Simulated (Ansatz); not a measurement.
Gas-phase electronic energies from Ansatz, PBE0-D4/def2-TZVP geometries. CCSD(T)/CBS adds triple-zeta CCSD(T) − MP2 to the extrapolated MP2 energy (def2 sets, frozen cores). Elements past krypton have def2 core potentials. For In outer-core shells are correlated without core-valence functions, which leaves a few kJ/mol of doubt a bond. Each species was taken in one conformer, which may not be the lowest.

Reaction (redistribution): `[CH3][In]([SiH3])[Cl]` + `FBBCl` → `FBB[SiH3]` + `[CH3][In]([Cl])[Cl]`

| species | HF/CBS(def2) energy (Eh) |
| --- | --- |
| `[CH3][In]([SiH3])[Cl]` | -979.12733 |
| `FBBCl` | -609.63315 |
| `FBB[SiH3]` | -440.74503 |
| `[CH3][In]([Cl])[Cl]` | -1148.01631 |

Task: Work out ΔE.

Result: ΔE = (-440.74503) + (-1148.01631) − (-979.12733) − (-609.63315) = -0.00086 Eh = -0.02 eV. CCSD(T)/CBS gives +0.16 eV.

Largest T1 diagnostic among the species: 0.014.

At CCSD(T), def2-SVP lies +0.08 eV from the extrapolated value and def2-TZVPP +0.03 eV. In def2-TZVPP, CCSD(T) changes the Hartree–Fock value by +0.20 eV (the triples alone add +0.02 eV) and MP2 by +0.25 eV.
